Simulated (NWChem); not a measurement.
# CH$_{4}$F$_{2}$Si; SMILES C[SiH](F)F

All runs: NWChem. Pople sets run with spherical d functions. STO-3G and 3-21G are far too small for this property and stand as cheap habits. The geometry was optimised at PBE0/def2-SVP. Field at 589 nm.

```tsv
level	isotropic polarisability (bohr³)	anisotropy (bohr³)
B3LYP/STO-3G	16.4	1.9
B3LYP/6-31G*	30.1	4.4
B3LYP/def2-SVP	[?]	[?]
B3LYP/def2-SVPD	38.8	6.3
B3LYP/aug-cc-pVDZ	39.4	6.5
```

Problem. Some entries are withheld; supply them.

Solution. 
- B3LYP/def2-SVP, isotropic polarisability (bohr³): 31.0
- B3LYP/def2-SVP, anisotropy (bohr³): 5.3
